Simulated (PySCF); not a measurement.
Sn(F)(Cl), SMILES [F][Sn][Cl], singlet (PBE0/def2-SVP optimised geometry):

```
3

Sn    -1.065    -0.968     0.000
F     -1.321     0.968     0.000
Cl     1.321    -0.968     0.000
```

Method: PBE0/def2-TZVP, def2 effective core potentials past Kr (PySCF).

Task: What are the frontier orbital energies and the dipole moment?

Result: HOMO-2 -9.14 eV, HOMO-1 -9.01 eV, HOMO -8.34 eV, LUMO -3.02 eV, LUMO+1 -0.87 eV; dipole moment 3.64 D.
